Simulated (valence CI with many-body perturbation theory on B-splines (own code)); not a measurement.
# E1 line list for Dy⁵³⁺

Level of theory: valence CI with perturbative core correlation (CI+MBPT): three valence electrons over a frozen Dirac-Fock core [Ne], radial functions for each j: 11 s, 11 p, 10 d, 8 f, 5 g, 2 h, with the one-electron correlation potential Σ1 (screened to all orders), the two-electron term Σ2, the three-electron term Σ3, Breit, model QED; selected single and double excitations, second order for the rest, scaled by the run's own slope (own B-spline code, finite nucleus).

No measured spectrum was set against this ion. As an estimate, large intervals hold to a few tenths of a per cent, small ones and those within an open d or f shell to about a per cent.

Lines 1 to 50 of 588 in falling wavelength, among levels below 2476.7 eV, chosen from the strongest by gf and those to the six lowest levels. Wavelengths and rates use the calculated energies. Electric multipoles are in the length gauge, E1 and E2 with the static RPA response of the core. Weak lines are less certain than strong ones. Lines between different terms over intervals too small for the method are left out, as are lines whose strength nearly cancels. The highest levels of a list are the least certain.

Levels are named by their leading jj configuration (3d3/2^4 stands for four electrons in 3d with j = 3/2), which in mixed levels can hold well under half, so a name can repeat and another be missing. Letters in brackets count levels of one name in rising energy.

```tsv
λ vac (nm)	Upper	Lower	A (s⁻¹)	S (a.u.)
21.34	(3s 3p1/2 4p1/2) J=1/2 [a]	(3s 3p1/2 4s) J=1/2 [a]	8.45e+09	8.10e-02
20.57	(3s 3p1/2 4p1/2) J=3/2	(3s 3p1/2 4s) J=3/2	5.47e+09	9.41e-02
19.74	(3s^2 4p1/2) J=1/2	(3s^2 4s) J=1/2	1.13e+10	8.57e-02
17.19	(3s^2 3p3/2) J=3/2	(3s 3p1/2^2) J=1/2	2.46e+07	2.47e-04
16.71	(3s 3p1/2 4p1/2) J=1/2 [b]	(3s 3p1/2 4s) J=3/2	1.41e+10	6.49e-02
10.87	(3s 3p1/2 3p3/2) J=3/2 [a]	(3s^2 3p3/2) J=3/2	1.46e+09	3.70e-03
10.47	(3p1/2 3p3/2 3d5/2) J=7/2 [b]	(3s 3p3/2 3d5/2) J=5/2 [b]	9.04e+09	4.10e-02
10.26	(3p1/2 3p3/2 3d5/2) J=9/2	(3s 3p3/2 3d5/2) J=7/2 [b]	7.34e+09	3.91e-02
10.18	(3p1/2 3d3/2^2) J=5/2	(3s 3d3/2^2) J=3/2	1.08e+10	3.37e-02
10.10	(3p1/2 3d3/2 3d5/2) J=9/2	(3s 3d3/2 3d5/2) J=7/2 [b]	1.81e+10	9.17e-02
9.844	(3p1/2 3d3/2 3d5/2) J=7/2 [a]	(3s 3d3/2 3d5/2) J=5/2 [a]	8.54e+09	3.22e-02
9.589	(3s 3p1/2 3d5/2) J=7/2	(3s^2 3d5/2) J=5/2	1.61e+10	5.60e-02
9.581	(3s 3p1/2 3p3/2) J=5/2	(3s^2 3p3/2) J=3/2	9.69e+09	2.52e-02
9.491	(3p1/2 3d3/2 3d5/2) J=7/2 [a]	(3s 3d3/2 3d5/2) J=7/2 [a]	9.34e+09	3.15e-02
9.461	(3p1/2 3d5/2^2) J=9/2	(3s 3d5/2^2) J=7/2	2.85e+10	1.19e-01
9.454	(3p1/2 3d3/2 3d5/2) J=9/2	(3s 3d3/2 3d5/2) J=9/2	9.59e+09	4.00e-02
9.373	(3p1/2 3d5/2^2) J=5/2	(3s 3d5/2^2) J=3/2	2.20e+10	5.37e-02
9.074	(3p1/2 3p3/2 3d5/2) J=9/2	(3s 3p3/2 3d5/2) J=7/2 [a]	1.15e+10	4.25e-02
8.967	(3p1/2^2 3p3/2) J=3/2	(3s 3p1/2 3p3/2) J=3/2 [b]	6.67e+09	9.49e-03
8.940	(3s 3p1/2 3d5/2) J=5/2 [b]	(3s^2 3d5/2) J=5/2	1.25e+10	2.64e-02
8.900	(3s 3p1/2^2) J=1/2	(3s^2 3p1/2) J=1/2	2.59e+10	1.80e-02
8.863	(3p1/2 3p3/2 3d5/2) J=5/2 [a]	(3s 3p3/2 3d5/2) J=3/2 [a]	1.58e+10	3.26e-02
8.797	(3p1/2 3d5/2^2) J=1/2	(3s 3d5/2^2) J=1/2	4.82e+10	3.24e-02
8.786	(3p1/2 3d3/2 3d5/2) J=5/2 [b]	(3s 3d3/2 3d5/2) J=5/2 [b]	1.52e+10	3.05e-02
8.759	(3p1/2 3p3/2 3d3/2) J=7/2	(3s 3p3/2 3d3/2) J=7/2	1.40e+10	3.71e-02
8.662	(3p1/2 3d5/2^2) J=3/2	(3s 3d5/2^2) J=5/2	3.42e+10	4.39e-02
8.649	(3p1/2 3p3/2 3d5/2) J=3/2 [b]	(3s 3p3/2 3d5/2) J=1/2	2.06e+10	2.63e-02
8.604	(3p1/2^2 3d5/2) J=5/2	(3s 3p1/2 3d5/2) J=3/2	2.74e+10	5.17e-02
8.575	(3p1/2 3d5/2^2) J=5/2	(3s 3d5/2^2) J=5/2	2.61e+10	4.87e-02
8.528	(3p1/2 3d3/2 3d5/2) J=7/2 [b]	(3s 3d3/2 3d5/2) J=7/2 [b]	1.19e+10	2.91e-02
8.515	(3p1/2 3d3/2^2) J=3/2	(3s 3d3/2^2) J=5/2	2.42e+10	2.95e-02
8.492	(3p1/2 3d5/2^2) J=7/2	(3s 3d5/2^2) J=9/2	3.33e+10	8.05e-02
8.364	(3p1/2 3p3/2 3d5/2) J=3/2 [a]	(3s 3p3/2 3d5/2) J=5/2 [a]	2.86e+10	3.30e-02
8.347	(3s 3p1/2 3p3/2) J=3/2 [b]	(3s^2 3p3/2) J=3/2	1.70e+10	1.95e-02
8.341	(3p1/2 3d5/2^2) J=9/2	(3s 3d5/2^2) J=9/2	2.28e+10	6.52e-02
8.332	(3p1/2^2 3d5/2) J=5/2	(3s 3p1/2 3d5/2) J=5/2 [b]	2.91e+10	4.99e-02
8.240	(3p1/2 3p3/2 3d5/2) J=5/2 [a]	(3s 3p3/2 3d5/2) J=5/2 [a]	1.99e+10	3.30e-02
8.173	(3s^2 4p3/2) J=3/2	(3s^2 4s) J=1/2	1.87e+11	2.01e-01
8.162	(3s 3p1/2 3d3/2) J=3/2 [a]	(3s 3p1/2 3p3/2) J=3/2 [b]	1.59e+10	1.71e-02
8.066	(3p1/2 3d3/2 3d5/2) J=7/2 [b]	(3s 3d3/2 3d5/2) J=9/2	3.88e+10	8.03e-02
8.048	(3p1/2 3p3/2 3d5/2) J=7/2 [b]	(3s 3p3/2 3d5/2) J=7/2 [a]	1.67e+10	3.44e-02
7.986	(3p1/2 3p3/2^2) J=5/2	(3s 3p3/2^2) J=5/2	2.08e+10	3.13e-02
7.896	(3p1/2 3p3/2 3d5/2) J=5/2 [b]	(3s 3p3/2 3d5/2) J=7/2 [a]	2.50e+10	3.65e-02
7.888	(3s 3p1/2 3p3/2) J=1/2	(3s^2 3p3/2) J=3/2	2.34e+10	1.14e-02
7.878	(3p1/2^2 3p3/2) J=3/2	(3s 3p1/2 3p3/2) J=5/2	4.09e+10	3.95e-02
7.839	(3p1/2^2 3d3/2) J=3/2	(3s 3p1/2 3d3/2) J=5/2	5.98e+10	5.68e-02
7.838	(3p1/2^2 3d5/2) J=5/2	(3s 3p1/2 3d5/2) J=7/2	5.47e+10	7.80e-02
7.836	(3p1/2 3p3/2 3d5/2) J=7/2 [a]	(3s 3p3/2 3d5/2) J=9/2	4.17e+10	7.92e-02
7.788	(3p1/2 3p3/2^2) J=3/2	(3s 3p3/2^2) J=5/2	3.90e+10	3.64e-02
7.603	(3s 3p1/2 3d3/2) J=5/2	(3s 3p1/2 3p3/2) J=3/2 [b]	4.13e+09	5.38e-03
```
